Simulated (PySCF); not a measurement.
**NMR problem set**

- geometry from GFN2-xTB
- shieldings: GIAO PBE0/pcSseg-1
- code: PySCF
- single conformer, no solvent model, fast rotation and ring inversion assumed for equivalent nuclei, non-relativistic

δ = σ(ref) − σ, references computed at the same level: ¹H (σ = 31.72 ppm) and ¹³C (σ = 186.93 ppm) against TMS. Where no couplings were computed, multiplicities follow the n + 1 count of equivalent neighbours, and m marks all less simple cases (inequivalent or close neighbours, rings, F or P nearby). Shifts are as computed. Against solution values, carbons near 30 ppm lie about +3 ppm off and those near 130 ppm about +5 ppm. Of 1309 compounds with measured shifts, 239 miss one by over three times the rms of a fit or turn the order of signals round; such compounds aren't used in these exercises.

Problem. C₆H₉ClOSi₂. ¹H NMR (300 MHz, computed): δ 7.78 (m, 1H), 7.17 (m, 1H), 6.85 (m, 1H), 6.79 (m, 1H), 6.51 (m, 1H), 6.15 (m, 1H), 5.79 (m, 1H), 4.79 (m, 1H), 4.64 (m, 1H). ¹³C{¹H} NMR (computed): δ 153.2 (CH), 150.3 (C), 146.5 (CH), 143.3 (CH2), 131.0 (CH), 117.7 (CH). What is it?

Solution. SMILES C=C[Si@H](Cl)[SiH2]c1ccco1. The formula gives 4 degrees of unsaturation (1 ring in the answer). 6 carbon signals for 6 carbons: no two carbons are equivalent. Carbon types of the structure: 1 × C, 4 × CH, 1 × CH2, leaving 3 H on heteroatoms. δC 153.2: aromatic CH next to the ring oxygen. δC 146.5: alkene CH; the olefinic region. δC 143.3: terminal =CH2 carbon; the olefinic region. δC 131.0, 117.7: aromatic CH.

The shifts were computed for this structure.

Problem. C₄H₁₂OSi₂. ¹H NMR (500 MHz, computed): δ 4.54 (m, 1H), 4.37 (m, 1H), 3.96 (m, 1H), 3.90 (t, 3H), 3.33 (q, 2H), 1.86 (m, 2H), 1.66 (m, 2H). ¹³C{¹H} NMR (computed): δ 80.1, 56.4, 20.1. Give a structure.

Solution. `C1C(OC[SiH3])C[SiH2]1`. The formula gives 1 degree of unsaturation (1 ring in the answer). 3 carbon signals for 4 carbons: some carbons are equivalent by symmetry or fast rotation. Carbon types of the structure: 1 × CH, 3 × CH2, leaving 5 H on heteroatoms. δC 80.1: sp3 CH bonded to O; pulled downfield by the heteroatom. δC 56.4: sp3 CH2 bonded to O and Si; the inductive effect lowers its shielding. δH 3.96: hydrogen on an sp3 CH bonded to O; its carbon carries O, hence the downfield position. δH 3.33: hydrogen on an sp3 CH2 bonded to O and Si; its carbon carries O, which withdraws density.

The data come from this structure; uniqueness wasn't tested.
